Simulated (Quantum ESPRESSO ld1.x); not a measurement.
Results of a calculation; reference values are marked as such.
These are the eigenvalues of the occupied orbitals of an atom or ion with whole-number occupations (eV). Level of theory: scalar-relativistic Kohn-Sham, LDA (Slater exchange, VWN5 correlation), spin-polarised, spherical densities, point nucleus (ld1.x of Quantum ESPRESSO 7.5).

orbital  eigenvalue
1s up      -94602.6
1s down    -94601.9
2s up      -20185.8
2s down    -20164.1
2p up      -17845.4
2p down    -17827.2
3s up      -7484.89
3s down    -7460.34
3p up      -6807.52
3p down    -6783.24
3d up      -6201.62
3d down    -6171.75

Which element is it, and in what charge state? The configuration may be excited. Open shells, if any, are filled with parallel spins first.

Answer. Z = 83, bismuth, charge +59: Bi59+ in [Ar] 3d6. The list shows which subshells hold electrons but not how many an open one holds; the 1s level, -3476.6 hartree, gives Z - s = 83.4 by -(Z - s)^2/2, which with screening and relativity narrows Z to a few neighbours, and the depths of the outer levels then fix element, charge and occupations together.
